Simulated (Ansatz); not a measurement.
**Energy profile**

The step: SiHBrF₂ ([F][SiH]([F])[Br]) + HF → SiHF₃ ([F][SiH]([F])[F]) + HBr; bonds formed: Si1–F7, Br2–H6; bonds broken: Si1–Br2, H6–F7 (atoms numbered as in the saddle structure below).

Si1  (-0.219, 0.486, -0.234)
Br2  (-0.144, -2.085, -0.002)
F3  (-1.259, 0.207, -1.409)
F4  (-1.111, 0.933, 0.986)
H5  (0.592, 1.528, -0.868)
H6  (0.939, -1.123, 0.743)
F7  (1.203, 0.054, 0.783)
(Å)

Electronic energies by CCSD(T) at an estimated basis limit (MP2 extrapolated from triple and quadruple zeta, plus CCSD(T) − MP2 in triple zeta), on PBE0-D4/def2-TZVP structures; SiH₂BrF₃, closed shell; no counterpoise correction. Ansatz 0.2.0; basis: def2-TZVPP and def2-QZVPP; cores frozen in the correlated methods. Filled d shells of the heavier atoms are correlated. The def2 sets are not built for correlating such inner shells, so the correlated values are less sure here. Extrapolation: Hartree–Fock as exp(−7.88 √X), correlation as X^−2.97.

Q: Give the profile in kcal/mol, counted from the separated reactants. (Judge from chemistry; the value comes from the calculation.)

A: The calculation gives:
| point | kcal/mol |
| --- | --- |
| separated: SiHBrF₂ (linked as [F][SiH]([F])[Br]; Si1, Br2, F3, F4, H5; singlet) + HF (H6, F7; singlet) | 0.00 |
| start structure | -2.34 |
| saddle | 27.00 |
| end structure | -15.95 |
| separated: SiHF₃ (linked as [F][SiH]([F])[F]; Si1, F3, F4, H5, F7; singlet) + HBr (Br2, H6; singlet) | -14.44 |

No T1 diagnostic of these runs exceeds 0.012.

For scale, one of the runs: CCSD(T)/def2-TZVPP, 211 basis functions, launched by `ansatz run in.yaml --threads 8 --pin off --events-out ev --progress --plain --max-ram 19148MiB`. The run took 85 s on 8 CPU threads of an Arm Neoverse V1 (shared host), with 3.3 GiB of host memory at its peak.
